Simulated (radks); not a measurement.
Effect of the nuclear size on the scandium ion Sc3+, [Ar]. Method: Dirac Kohn-Sham, relativistic LDA (MacDonald-Vosko exchange, VWN5 correlation), spin-unpolarised, spherical densities, finite nucleus; Fermi nuclear charge, rms radius 3.5459 fm; computed with a radial shooting solver on a logarithmic mesh with Libxc functionals. The rms radius is varied about that value; shifts are against it.

rms radius (fm)	total energy shift (eV)	density at nucleus (e/bohr^3)	1s1/2 shift (meV)	2s1/2 shift (meV)	2p1/2 shift (meV)	3s1/2 shift (meV)
2.9289	-0.0122	7226	-5.15	-0.419	0.060	-0.057
3.2232	-0.00668	7206	-2.81	-0.229	0.033	-0.031
3.5459	0	7187	0.000	0.000	0.000	0.000
3.7728	0.00507	7174	2.14	0.174	-0.025	0.024
4.3898	0.0204	7144	8.59	0.699	-0.099	0.095

Slopes of the eigenvalues against <r^2> in GHz/fm^2, as finite differences over the two radii next to the reference (eigenvalue slopes, not the field-shift constants of lines): 1s1/2 311, 2s1/2 25.3, 2p1/2 -3.60, 3s1/2 3.44.
